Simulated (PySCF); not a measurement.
# Exercise with solution: entropy of an ideal gas

CH3FO2Si, SMILES C(=O)O[SiH2]F.

Coordinates come from a PBE-D3(BJ)/def2-SVP optimisation. This is a generated structure with no PubChem entry under its InChIKey; it may be hypothetical. One conformer was computed; it need not be the lowest.

PBE-D3(BJ)/def2-SVP in PySCF 2.14.0 gives the harmonic wavenumbers 105, 107, 251, 255, 656, 663, 723, 784, 854, 892, 942, 1001, 1202, 1331, 1750, 2230, 2254, 2970 cm⁻¹ and the rotational temperatures 0.6360, 0.1129, 0.0984 K. The molar mass is 94.12 g/mol, the symmetry number 1, the spin multiplicity 1.

Task: Work out the entropy at 298.15 K and 1 atm in the rigid-rotor, harmonic-oscillator model.

Result: 
Translation (Sackur–Tetrode at 1 atm): S = R[1.5 ln M + 2.5 ln T − 1.16487] = 165.4 J/(mol K).
Rotation: q = (√π/σ) T^1.5/√(θA θB θC) = 109000, S = R[ln q + 3/2] = 108.9 J/(mol K).
Vibration: with u = 1.4388 ν/T, each mode gives R[u/(e^u − 1) − ln(1 − e^−u)]:
```
ν (cm⁻¹)  modes     u  S (J/(mol K))
--------  -----  ----  -------------
105           1  0.51          14.06
107           1  0.52          13.90
251           1  1.21           7.21
255           1  1.23           7.10
656           1  3.17           1.52
663           1  3.20           1.48
723           1  3.49           1.17
784           1  3.78           0.92
854           1  4.12           0.70
892           1  4.30           0.60
942           1  4.55           0.49
1001          1  4.83           0.39
1202          1  5.80           0.17
1331          1  6.42           0.10
1750          1  8.44           0.02
```
The stiffer modes add less than 0.005 each. Sum 49.8 J/(mol K).
Spin: R ln 1 = 0.0 J/(mol K).
Total 324.1 J/(mol K); the program's own thermochemistry gives 324.1. Translation makes up 51 % and vibration 15 %. Anharmonicity, hindered rotation and orbital degeneracy are left out.
